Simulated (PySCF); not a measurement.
Magnetisability: `[C@@H]1(C#N)[C@H](SC)CCC1`, C7H11NS

Molfile (atoms numbered from 1):
```
C7H11NS
     RDKit          3D

 20 20  0  0  0  0  0  0  0  0999 V2000
    2.6931   -1.2299   -0.1256 C   0  0  0  0  0  0  0  0  0  0  0  0
    0.9671   -1.5089    0.3500 S   0  0  0  0  0  0  0  0  0  0  0  0
    0.3729    0.2269    0.5148 C   0  0  2  0  0  0  0  0  0  0  0  0
   -0.7663    0.2851    1.5435 C   0  0  0  0  0  0  0  0  0  0  0  0
   -2.0720    0.4373    0.7435 C   0  0  0  0  0  0  0  0  0  0  0  0
   -1.6842    0.1601   -0.7078 C   0  0  0  0  0  0  0  0  0  0  0  0
   -0.2672    0.7392   -0.7866 C   0  0  2  0  0  0  0  0  0  0  0  0
    0.4378    0.3620   -1.9814 C   0  0  0  0  0  0  0  0  0  0  0  0
    1.0003    0.0717   -2.9339 N   0  0  0  0  0  0  0  0  0  0  0  0
    3.1471   -2.2121   -0.2059 H   0  0  0  0  0  0  0  0  0  0  0  0
    2.7362   -0.7233   -1.0850 H   0  0  0  0  0  0  0  0  0  0  0  0
    3.1937   -0.6520    0.6470 H   0  0  0  0  0  0  0  0  0  0  0  0
    1.2440    0.8133    0.8089 H   0  0  0  0  0  0  0  0  0  0  0  0
   -0.7702   -0.6294    2.1350 H   0  0  0  0  0  0  0  0  0  0  0  0
   -0.6227    1.1241    2.2245 H   0  0  0  0  0  0  0  0  0  0  0  0
   -2.8446   -0.2456    1.0908 H   0  0  0  0  0  0  0  0  0  0  0  0
   -2.4537    1.4558    0.8353 H   0  0  0  0  0  0  0  0  0  0  0  0
   -2.3644    0.6147   -1.4262 H   0  0  0  0  0  0  0  0  0  0  0  0
   -1.6388   -0.9146   -0.8920 H   0  0  0  0  0  0  0  0  0  0  0  0
   -0.3132    1.8361   -0.7520 H   0  0  0  0  0  0  0  0  0  0  0  0
  1  2  1  0
  2  3  1  0
  3  4  1  0
  4  5  1  0
  5  6  1  0
  6  7  1  0
  7  8  1  0
  8  9  3  0
  7  3  1  0
  1 10  1  0
  1 11  1  0
  1 12  1  0
  3 13  1  1
  4 14  1  0
  4 15  1  0
  5 16  1  0
  5 17  1  0
  6 18  1  0
  6 19  1  0
  7 20  1  1
M  END
```

Method used: GIAO B97-2/pcSseg-1 magnetisability, rotational g tensor and spin-rotation constants, non-relativistic, gas phase in PySCF. Geometry: GFN2-xTB.

Question: What are the magnetisability and the molar susceptibility?

Answer: Isotropic -1646 × 10⁻³⁰ J/T², or -99.1 × 10⁻⁶ cm³/mol; principal values -1798, -1596, -1545 × 10⁻³⁰ J/T², anisotropy 231 × 10⁻³⁰ J/T² (root of half the summed squared differences of the principal values). The susceptibility is in cgs units.

Question: Split it along the inertial axes a, b, c into diamagnetic and paramagnetic parts about the centre of mass, with the quadrupole moment.

Answer: 
| axis | χ (10⁻⁶ cm³/mol) | diamagnetic (10⁻⁶ cm³/mol) | paramagnetic (10⁻⁶ cm³/mol) | summed x² of all electrons (Å²) | quadrupole Θ (D Å) |
| --- | --- | --- | --- | --- | --- |
| a | -106.8 | -766.9 | 660.1 | 211.7 | +6.43 |
| b | -96.7 | -1068.4 | 971.7 | 140.6 | -11.02 |
| c | -93.9 | -1494.9 | 1401.0 | 40.1 | +4.59 |

Anisotropies 2χaa − χbb − χcc = -23.0 and 2χbb − χaa − χcc = +7.3 × 10⁻⁶ cm³/mol. Θ is traceless in Buckingham's convention.

Question: And the rotational g tensor?

Answer: 
```
axis  rotational constant (GHz)        g  nuclear part  electronic part
   a                     1.8342  -0.0089        0.5599          -0.5688
   b                     1.3197  -0.0063        0.5962          -0.6024
   c                     0.8788  -0.0091        0.5693          -0.5784
```
Asymmetric top; isotopes 12C, 1H, 14N, 32S; no vibrational averaging.
